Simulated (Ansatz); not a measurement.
C$_{2}$H$_{7}$BSi, SMILES `C=CB[SiH3]`. The species carries charge 0 and has multiplicity 1.

Cartesian coordinates in Å:
```
C 1.914 -0.388 -1.192
C 0.774 -0.598 -0.518
B -0.014 0.582 0.069
Si -1.742 0.316 1.076
H 2.498 -1.195 -1.628
H 2.297 0.619 -1.330
H 0.437 -1.628 -0.412
H 0.447 1.677 -0.098
H -2.727 -0.405 0.215
H -2.385 1.571 1.551
H -1.501 -0.552 2.268
```

(1) What are the harmonic wavenumbers in cm⁻¹ at PBE0-D4/def2-TZVP (Ansatz, finite differences of forces, unscaled)? (An estimate is asked.)

(2) Is this a minimum?

## Answers

(1) Ansatz gave: 74i, 70, 162, 338, 404, 539, 554, 682, 801, 882, 931, 933, 947, 1043, 1056, 1094, 1116, 1324, 1447, 1654, 2189, 2190, 2219, 2591, 3129, 3141, 3222.

(2) No: 1 imaginary mode, so it is a saddle point.
